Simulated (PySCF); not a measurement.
Can point charges reproduce the dipole moment of `CCCOC(=O)C1=CC=CC=C1`?

Coordinates (PBE0-D3(BJ)/def2-SVP, Å) and charges (e) from the PBE0/pcSseg-1 density (PySCF):

| atom | x | y | z | Mulliken | IAO | Hirshfeld | ESP-fitted |
| --- | --- | --- | --- | --- | --- | --- | --- |
| C1 | 4.295 | 0.520 | -0.073 | -0.2999 | -0.4105 | -0.1092 | -0.3873 |
| C2 | 2.810 | 0.502 | -0.396 | -0.3096 | -0.2598 | -0.0741 | +0.1528 |
| C3 | 2.089 | -0.629 | 0.313 | +0.0725 | -0.0554 | +0.0074 | +0.0488 |
| O4 | 0.719 | -0.710 | -0.064 | -0.4967 | -0.3429 | -0.0887 | -0.3811 |
| C5 | -0.128 | 0.117 | 0.561 | +0.6578 | +0.5101 | +0.2063 | +0.6167 |
| O6 | 0.216 | 0.905 | 1.408 | -0.4219 | -0.4769 | -0.2487 | -0.4927 |
| C7 | -1.531 | -0.049 | 0.097 | -0.4224 | -0.0634 | -0.0240 | -0.0750 |
| C8 | -2.514 | 0.741 | 0.704 | +0.0385 | -0.1251 | -0.0367 | -0.0819 |
| C9 | -3.842 | 0.623 | 0.309 | -0.0769 | -0.1499 | -0.0452 | -0.1423 |
| C10 | -4.193 | -0.281 | -0.694 | -0.0689 | -0.1345 | -0.0373 | -0.1477 |
| C11 | -3.215 | -1.068 | -1.302 | -0.0835 | -0.1511 | -0.0469 | -0.1229 |
| C12 | -1.884 | -0.956 | -0.908 | +0.0469 | -0.1323 | -0.0430 | -0.1462 |
| H13 | 4.800 | 1.361 | -0.569 | +0.1261 | +0.1459 | +0.0454 | +0.1049 |
| H14 | 4.469 | 0.623 | 1.010 | +0.1182 | +0.1372 | +0.0421 | +0.0950 |
| H15 | 4.793 | -0.407 | -0.402 | +0.1109 | +0.1326 | +0.0386 | +0.0887 |
| H16 | 2.345 | 1.454 | -0.096 | +0.1456 | +0.1477 | +0.0362 | +0.0195 |
| H17 | 2.652 | 0.394 | -1.482 | +0.1257 | +0.1347 | +0.0361 | +0.0040 |
| H18 | 2.156 | -0.503 | 1.405 | +0.1268 | +0.1446 | +0.0376 | +0.0707 |
| H19 | 2.521 | -1.603 | 0.039 | +0.1225 | +0.1461 | +0.0454 | +0.0770 |
| H20 | -2.208 | 1.440 | 1.485 | +0.0957 | +0.1725 | +0.0514 | +0.1262 |
| H21 | -4.609 | 1.239 | 0.785 | +0.1016 | +0.1550 | +0.0538 | +0.1416 |
| H22 | -5.237 | -0.373 | -1.004 | +0.1013 | +0.1544 | +0.0540 | +0.1468 |
| H23 | -3.492 | -1.776 | -2.087 | +0.1010 | +0.1540 | +0.0528 | +0.1391 |
| H24 | -1.108 | -1.565 | -1.373 | +0.0889 | +0.1672 | +0.0465 | +0.1454 |

Form Σ q r in debye for every column and set it beside the full dipole.

The full density gives (-0.14, -1.09, -1.42) D, 1.80 D in size; dipole vectors point from the negative to the positive end.

```csv
scheme,μx,μy,μz,size (D),share of the full size (%),angle to the full dipole (°)
Mulliken,0.17,-0.65,-0.85,1.08,60,14
IAO,-0.15,-1.23,-1.49,1.93,107,2
Hirshfeld,-0.13,-0.90,-1.04,1.38,77,3
ESP-fitted,-0.12,-1.09,-1.43,1.80,100,1
```

Which set comes closest?

Length of the difference vector: ESP-fitted 0.02 D, IAO 0.15 D, Hirshfeld 0.43 D, Mulliken 0.79 D. Closest: ESP-fitted. The schemes that divide the density aren't constrained to reproduce the dipole.

What is left for the Hirshfeld atoms' own dipoles?

The Hirshfeld atoms' densities add up to the full density, so μ = Σ q r + Σ (atomic dipoles). The atomic dipoles sum to (-0.14, -1.09, -1.42) − (-0.13, -0.90, -1.04) = (-0.01, -0.19, -0.38) D, 0.43 D in size.

With the origin at the mean of the coordinates, (-0.004, 0.000, -0.097) Å, which are the largest single terms, by size, of the ESP-fitted dipole along the direction of the full one?

O6 +4.16, H23 +1.95, C5 -1.72, H24 +1.43, C1 +1.25 D; all 24 atoms together +1.80 D. The single terms depend on the origin, their sum doesn't.

Give the size of the full dipole in other units.

1.80 D = 0.708 au = 0.375 e·Å = 6.00 × 10⁻³⁰ C·m.

The structure is a single PBE0-D3(BJ)/def2-SVP conformer in the gas phase; no vibrational or solvent corrections.

The values belong to the conformer `[CH3:1][CH2:2][CH2:3][O:4][C:5](=[O:6])[c:7]1[cH:8][cH:9][cH:10][cH:11][cH:12]1`: C1–C2–C3–O4 -176°, C2–C3–O4–C5 -82°, C3–O4–C5–O6 0°, O4–C5–C7–C8 178°.
